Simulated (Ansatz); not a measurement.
`[SiH3][SiH]1[CH2][AlH]1` + H–F → `F[SiH3]` + `[CH2]1[AlH][SiH2]1`  (cleavage of the Si–Si bond)

Calculated with Ansatz (gas phase, PBE0-D4/def2-TZVP geometries, no zero-point term in ΔE). CCSD(T)/CBS is the MP2 limit (def2-TZVPP, def2-QZVPP) plus CCSD(T) − MP2 in def2-TZVPP, frozen cores. This one scheme is used for every species. DFT in def2-TZVPP. HSE06 is defined as in plane-wave codes.

`[SiH3][SiH]1[CH2][AlH]1`:

Cartesian coordinates in Å:
```
Si -1.852 -0.593 0.471
Si 0.415 -0.197 0.796
C 1.081 1.144 -0.430
Al 1.764 -0.567 -1.063
H -2.272 -1.884 1.080
H -2.722 0.488 1.014
H -2.092 -0.673 -0.999
H 0.789 -0.048 2.231
H 1.886 1.740 0.017
H 0.370 1.813 -0.912
H 2.634 -1.223 -2.207
```

H–F:

Z-matrix (Å, degrees):
```
F
H 1 0.920
```

`F[SiH3]`:

Cartesian coordinates in Å:
```
F 0.859 -0.860 0.977
Si -0.022 0.022 -0.025
H 0.573 -0.076 -1.379
H -0.005 1.425 0.451
H -1.405 -0.511 -0.024
```

`[CH2]1[AlH][SiH2]1`:

Cartesian coordinates in Å:
```
C -0.389 0.114 0.823
Al -1.142 -0.113 -0.962
Si 1.108 -0.071 -0.372
H -0.508 1.156 1.147
H -0.468 -0.538 1.692
H -2.521 -0.215 -1.729
H 1.817 -1.370 -0.203
H 2.103 1.037 -0.396
```

CCSD(T)/CBS gives -108.9 kJ/mol.

Another level gave -123.6 kJ/mol. Which?
A. ωB97M-V/def2-TZVPP
B. HSE06/def2-TZVPP
C. CAM-B3LYP-D4/def2-TZVPP
D. CAM-B3LYP/def2-TZVPP

C. CAM-B3LYP-D4 -123.6, CAM-B3LYP -130.2, HSE06 -98.2, ωB97M-V -117.3 kJ/mol.

Largest T1 diagnostic among the species: 0.014.

The D4 term adds +10.6 kJ/mol with B3LYP and +6.0 kJ/mol with PBE0; it sums over pairs of atoms, weighted by their polarisabilities, and B3LYP, whose exchange is more repulsive, gets the larger term. From PBE to PBE0 (25 % exact exchange), in def2-TZVPP and without D4, ΔE moves by −4.7 kJ/mol.

B3LYP here is the variant with VWN-RPA as its local correlation; programs differ in this.
